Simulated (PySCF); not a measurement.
B3LYP has the VWN-RPA correlation part, as in Gaussian. 

```xyz
11

N     -1.2699    -1.5358    -0.4089
Al    -0.4527    -0.0072    -0.0283
N     -1.4139     1.4609     0.2364
Si     1.9871     0.0570     0.1279
H     -0.7819    -2.4027    -0.5706
H     -2.2641    -1.6779    -0.4968
H     -2.4189     1.5296     0.1939
H     -1.0171     2.3611     0.4549
H      2.5863     1.0172    -0.8380
H      2.5933    -1.2729    -0.1502
H      2.4517     0.4707     1.4796
```

Charge 0, multiplicity 1.

Question: Give the Mulliken and meta-Löwdin atomic charges from B3LYP-D3(BJ)/def2-TZVP run with PySCF 2.14.0.

Answer: 
```json
[
 {"atom": "N1", "Mulliken (e)": "-0.63", "meta-Löwdin (e)": "-0.75"},
 {"atom": "Al2", "Mulliken (e)": "0.56", "meta-Löwdin (e)": "0.73"},
 {"atom": "N3", "Mulliken (e)": "-0.64", "meta-Löwdin (e)": "-0.75"},
 {"atom": "Si4", "Mulliken (e)": "0.00", "meta-Löwdin (e)": "0.10"},
 {"atom": "H5", "Mulliken (e)": "0.22", "meta-Löwdin (e)": "0.23"},
 {"atom": "H6", "Mulliken (e)": "0.21", "meta-Löwdin (e)": "0.23"},
 {"atom": "H7", "Mulliken (e)": "0.21", "meta-Löwdin (e)": "0.23"},
 {"atom": "H8", "Mulliken (e)": "0.22", "meta-Löwdin (e)": "0.23"},
 {"atom": "H9", "Mulliken (e)": "-0.05", "meta-Löwdin (e)": "-0.08"},
 {"atom": "H10", "Mulliken (e)": "-0.06", "meta-Löwdin (e)": "-0.08"},
 {"atom": "H11", "Mulliken (e)": "-0.05", "meta-Löwdin (e)": "-0.08"}
]
```
